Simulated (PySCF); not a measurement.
**Tm(NH2)2: from a saddle point downhill**

PySCF 2.14.0, RKS PBE0, Tm lcecp-0-SVP with ECP59, N def2-SVP, H def2-SVP; non-relativistic Hamiltonian with scalar-relativistic core potentials where named; density fitting; no spin-orbit coupling. Relaxed within the symmetry of its start, the geometry (C2v) is

```xyz
7

Tm    0.0000    0.0000   -0.1209
N     2.1686    0.0000    0.6009
H     2.7338   -0.8004    0.8927
H     2.7338    0.8004    0.8927
N    -2.1686    0.0000    0.6009
H    -2.7338    0.8004    0.8927
H    -2.7338   -0.8004    0.8927
```

and its lowest harmonic modes are -130, -120, 81, 300, 310, 446 cm⁻¹ (negative: unstable). It was moved along the lowest mode and relaxed again, within the group C2 that the move left.

Where does it end, and how much lower?

In C2v, 0.072 eV lower, after 45 steps:
```xyz
7

Tm    0.0000    0.0000   -0.4739
N     1.9620    0.0913    0.6284
H     2.0573    0.0791    1.6460
H     2.9235    0.1519    0.2884
N    -1.9620   -0.0913    0.6284
H    -2.0573   -0.0791    1.6460
H    -2.9235   -0.1519    0.2884
```

How do the contacts change?


| contact | saddle (Å) | end (Å) |
| --- | --- | --- |
| Tm1–N2 (NH2) | 2.286 | 2.252 |
| Tm1–N5 (NH2) | 2.286 | 2.252 |


Is the end a minimum?

Yes; lowest modes 80, 142, 145, 321, 372, 446 cm⁻¹.

An lcecp potential fixes the number of 4f electrons, so in runs with it no electron can move into or out of that shell.

State: singlet in the valence, with the 4f electrons in the core potential.
